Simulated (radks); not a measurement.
Neutral nickel, configuration [Ar] 3d8 4s2.

All-electron calculation, non-relativistic Kohn-Sham, r2SCAN, spin-unpolarised, spherical densities, point nucleus; meta-GGA in the generalised Kohn-Sham scheme. Program: a radial shooting solver on a logarithmic mesh with Libxc functionals.

Energy parts (eV):
total: -41039.279
kinetic: 41008.651
electron-nucleus: -97949.295
Hartree: 17612.453
exchange-correlation: -1711.087

Orbitals (lengths in bohr, moments of r in powers of bohr; <r^-3> diverges for s and p1/2):
| orbital | occ. | eigenvalue (eV) | <r^-3> |
|---|---|---|---|
| 1s | 2 | -8148.271 | - |
| 2s | 2 | -972.7924 | - |
| 2p | 6 | -847.5228 | 598.1 |
| 3s | 2 | -111.8521 | - |
| 3p | 6 | -73.0298 | 75.01 |
| 3d | 8 | -9.4232 | 6.987 |
| 4s | 2 | -5.7462 | - |
| 4p | 0 | -0.9348 | 2.300 |

The highest occupied level is 4s at -5.746 eV. For comparison, the ionisation energy in NIST's Atomic Spectra Database is 7.640 eV (measured). In exact Kohn-Sham theory the highest level is minus the ionisation energy, but local and semilocal functionals leave it too shallow, through self-interaction and a potential that decays too fast; potentials with the right tail come closer.

Beside tabulated values, note that spin-unpolarised runs miss the spin-polarisation part of the exchange energy of open shells.
